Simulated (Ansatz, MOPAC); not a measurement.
Species: C₂H₆GeI, charge 0, multiplicity 2. SMILES: [CH3][Ge]([CH3])[I]

Atoms: C1, Ge2, C3, I4, H5, H6, H7, H8, H9, H10. Bonds: C1-Ge2, C1-H5, C1-H6, C1-H7, Ge2-C3, Ge2-I4, C3-H8, C3-H9, C3-H10.

Bond lengths (Å) and angles (degrees) optimised at PM7 with MOPAC; MNDO with MOPAC; HF/STO-3G with Ansatz (an electronic-structure program), each started from the B3LYP-D3(BJ)/def2-TZVP structure (Ansatz) of the last column. A row stands for all coordinates that are equal there; 10 of 13 kinds are shown. No wavenumbers were computed at MNDO, HF/STO-3G, so these may be saddle points.

| coordinate | PM7 | MNDO | HF/STO-3G | B3LYP-D3(BJ)/def2-TZVP |
|---|---|---|---|---|
| C1-Ge2 | 1.873 | 1.922 | 1.906 | 1.984 |
| C1-H5 | 1.093 | 1.107 | 1.083 | 1.090 |
| C1-H6 | 1.093 | 1.106 | 1.082 | 1.088 |
| C1-H7 | 1.093 | 1.107 | 1.084 | 1.091 |
| Ge2-I4 | 2.211 | 2.497 | 2.517 | 2.572 |
| C1-Ge2-C3 | 124.8 | 112.4 | 109.9 | 110.2 |
| C1-Ge2-I4 | 117.6 | 113.9 | 108.7 | 107.0 |
| Ge2-C1-H5 | 109.3 | 111.6 | 110.7 | 109.3 |
| Ge2-C1-H6 | 110.8 | 111.7 | 112.1 | 110.4 |
| Ge2-C1-H7 | 110.9 | 112.1 | 111.7 | 108.5 |

Mean signed difference of all 9 bond lengths from B3LYP-D3(BJ)/def2-TZVP: PM7 -0.062 Å, MNDO -0.011 Å, HF/STO-3G -0.028 Å.
